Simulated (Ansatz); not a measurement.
Ansatz (a program for electronic structure) input (CCSDT/def2-SVP):

Ansatz 0.2 input:
```yaml
crystal:
  periodic: [false, false, false]
  atoms:
    - {symbol: Zn, position_ang: [-0.00000000, -0.00000000, -0.41611361]}
    - {symbol: F, position_ang: [0.00000000, 0.00000000, 1.38704536]}
basis:
  gaussian:
    orbitals: def2-SVP
magnetization: {spin_polarized: true, initial_magnetization: 1}
correlation: {method: ccsdt, electrons: outside_noble_gas}
```

End of the output:

```
mean field: 0.16 GiB planned
mean field evaluation 1: about -51071.1621 eV, gradient 2.3e1 eV
mean field evaluation 2: about -51071.2103 eV, gradient 2.3e1 eV
mean field evaluation 4: about -51073.4217 eV, gradient 1.9e0 eV
mean field evaluation 8: about -51073.4935 eV, gradient 4.7e-1 eV
mean field evaluation 16: about -51073.4965 eV, gradient 1.7e-5 eV
mean field evaluation 32: about -51069.3799 eV, gradient 1.0e0 eV
mean field -51073.49649599 eV, -1876.9163773682 hartree, gradient 1.4e-6 eV, S^2 0.752862; 0 other end points of the search recorded, 0 dependent functions left out
10 core orbitals not correlated
reference -51073.49649599 eV, -1876.9163773682 hartree; 10, 9 occupied and 25, 26 virtual orbitals, 665 factors
second order -12.79801892 eV of doubles, -0.00000000 eV of singles
coupled cluster: 0.34 GiB planned
cycle   1  -11.94439546 eV  change    8.5e-1 eV  update   1.0e-1
cycle   2  -12.39537966 eV  change   -4.5e-1 eV  update   6.0e-2
cycle   3  -12.56554064 eV  change   -1.7e-1 eV  update   2.1e-2
cycle   4  -12.57331249 eV  change   -7.8e-3 eV  update   1.3e-2
cycle   5  -12.54787649 eV  change    2.5e-2 eV  update   6.5e-3
cycle   6  -12.54707016 eV  change    8.1e-4 eV  update   2.8e-3
cycle   7  -12.55192656 eV  change   -4.9e-3 eV  update   1.6e-3
cycle   8  -12.55428197 eV  change   -2.4e-3 eV  update   6.5e-4
cycle   9  -12.55339530 eV  change    8.9e-4 eV  update   3.7e-4
cycle  10  -12.55316837 eV  change    2.3e-4 eV  update   1.4e-4
cycle  11  -12.55322658 eV  change   -5.8e-5 eV  update   8.6e-5
cycle  12  -12.55309606 eV  change    1.3e-4 eV  update   4.3e-5
cycle  13  -12.55309391 eV  change    2.2e-6 eV  update   1.5e-5
cycle  14  -12.55311151 eV  change   -1.8e-5 eV  update   8.2e-6
cycle  15  -12.55310674 eV  change    4.8e-6 eV  update   4.9e-6
cycle  16  -12.55310152 eV  change    5.2e-6 eV  update   2.6e-6
cycle  17  -12.55310027 eV  change    1.3e-6 eV  update   1.1e-6
Total energy: -51086.04959626 eV, -1877.3776952944 hartree
```

The spin state was set by rule; other spins were not relaxed.
